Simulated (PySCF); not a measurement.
Polarisability and C₆ of I (iodine, neutral)

[Kr] 4d10 5s2 5p5, 2P determinant. All numbers are calculated (PySCF 2.14, a scalar-relativistic core potential, in def2-TZVPPD with the def2 core potential (28 electrons) (7s6p4d2f, 59 functions)). Coupled (time-dependent) response in atomic units; α is the mean over directions.

```json
{"method": "UHF", "mean α (bohr³)": "31.85", "α xx, yy, zz": "29.13, 33.22, 33.22", "C₆ (like pair)": "343.1", "S(−4)": "197.3"}
{"method": "PBE", "mean α (bohr³)": "34.58", "α xx, yy, zz": "31.13, 36.30, 36.30", "C₆ (like pair)": "377.1", "S(−4)": "254.1"}
{"method": "PBE0", "mean α (bohr³)": "33.18", "α xx, yy, zz": "30.07, 34.73, 34.73", "C₆ (like pair)": "359.3", "S(−4)": "224.8"}
{"method": "LC-wPBE", "mean α (bohr³)": "31.96", "α xx, yy, zz": "29.19, 33.34, 33.34", "C₆ (like pair)": "343.8", "S(−4)": "200.5"}
{"method": "MN15", "mean α (bohr³)": "34.05", "α xx, yy, zz": "30.62, 35.77, 35.77", "C₆ (like pair)": "365.8", "S(−4)": "246.9"}
```

S(−4) is the Cauchy moment in α(ω) = α(0) + S(−4) ω² + …

Reference α: 32.9 ± 1.3 bohr³ (recommended; Schwerdtfeger and Nagle, table of static dipole polarizabilities (2023 update)). Published C₆: 385.0 (Chu and Dalgarno (2004); Tang, Norbeck and Certain (1976)).

Spin-orbit coupling is absent.

α(iu) at MN15:

```csv
u (hartree),α(iu) (bohr³)
0,34.05
0.0500,33.45
0.100,31.79
0.200,26.80
0.300,21.63
0.500,14.03
0.750,8.813
1.00,6.040
1.50,3.425
2.00,2.274
3.00,1.272
5.00,0.5933
```

A single London oscillator, α(iu) = α/(1 + u²/ω²), gives C₆ = (3/4) ω α². Matching the computed C₆ needs ω = 4 × 365.8 / (3 × 34.05²) = 0.421 hartree.

The components differ because the open shell of this determinant is not spherical; for a pure term their mean is the scalar polarisability.

Energies and moments cover only the electrons outside the core potential.
